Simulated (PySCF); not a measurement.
## How methods differ on the electron affinity of Cr

Cr⁻ [Ar] 3d5 4s2 (6S) → Cr [Ar] 3d5 4s1 (7S), as a difference of total energies. Calculation: PySCF 2.14, in def2-TZVPPD (6s6p4d2f1g, 67 functions); no relativity, point nucleus. Correlated levels: valence and next inner shell: [Ne] frozen. The calculations carry no spin-orbit coupling.

| method | electron affinity (eV) |
| --- | --- |
| UHF | -0.740 |
| MP2 (valence and next inner shell) | 0.019 |
| SCS-MP2 (valence and next inner shell) | 0.144 |
| CCSD (valence and next inner shell) | 0.242 |
| CCSD(T) (valence and next inner shell) | 0.398 |

These non-relativistic numbers lack the scalar-relativistic shift.

Errors of the correlated levels include the incompleteness of this basis and the frozen core.

A negative affinity means that the anion lies above the atom at that level of theory.

The coupled-cluster amplitudes are large for Cr⁻ (T1 above 0.03 or a double amplitude above 0.15), so a single reference is strained.

For comparison: 0.676 eV (measured; photodetachment measurements, as compiled on the Wikipedia data page of electron affinities).
